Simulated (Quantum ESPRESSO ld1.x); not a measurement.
All-electron atom: Zr3+ in [Kr] 4f1 (not the ground configuration). All-electron calculation, scalar-relativistic Kohn-Sham, LDA (Slater exchange, VWN5 correlation), spin-unpolarised, spherical densities, point nucleus. Program: ld1.x of Quantum ESPRESSO 7.5. Some entries of the table are withheld. Estimate them.

| orbital | occ. | eigenvalue (hartree) | <r^2> (bohr^2) |
|---|---|---|---|
| 1s | 2 | -655.3929 | (1) |
| 2s | 2 | -91.9511 | 0.03124 |
| 2p | 6 | -82.2027 | 0.02458 |
| 3s | 2 | -16.1133 | 0.2418 |
| 3p | 6 | (2) | 0.2494 |
| 3d | 10 | (3) | 0.2474 |
| 4s | 2 | (4) | 1.602 |
| 4p | 6 | -2.3842 | 1.987 |
| 4f | 1 | (5) | (6) |

Answer. 
(1) 1s <r^2> (bohr^2): 0.001857
(2) 3p eigenvalue (hartree): -12.9379
(3) 3d eigenvalue (hartree): -7.7104
(4) 4s eigenvalue (hartree): -3.2175
(5) 4f eigenvalue (hartree): -0.4498
(6) 4f <r^2> (bohr^2): 16.42
